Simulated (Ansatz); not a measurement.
Gas-phase reaction in SMILES: [CH2]B(Cl)Cl → [CH2-]B(Cl)Cl (an electron is taken up)
Geometries: B3LYP-D3(BJ)/def2-TZVP minima from Ansatz (a program for electronic structure), one conformer each, not searched for the lowest.

Wanted: adiabatic electron affinity (electronic energy difference), positive where the reaction releases energy, in eV. Correlated levels leave the core frozen unless marked. UHF or UKS for open shells. Spin-orbit coupling is left out. No relativistic terms. Anions need diffuse functions: aug- sets have them; def2-D sets add few; the other sets have none. Basis-set limits of correlation are two-point, X^-3; Hartree-Fock from the larger set. [CCSD(T)-MP2]/basis is that difference in the basis named.

```
level      program  adiabatic electron affinity (eV)
---------  -------  --------------------------------
HF/6-31G*   Ansatz                              0.70
```

Predict the RI-MP2/CBS(aug-cc-pV(T+d)Z,aug-cc-pV(Q+d)Z)+[CCSD(T)-MP2]/aug-cc-pV(T+d)Z result (Ansatz).

2.50 eV
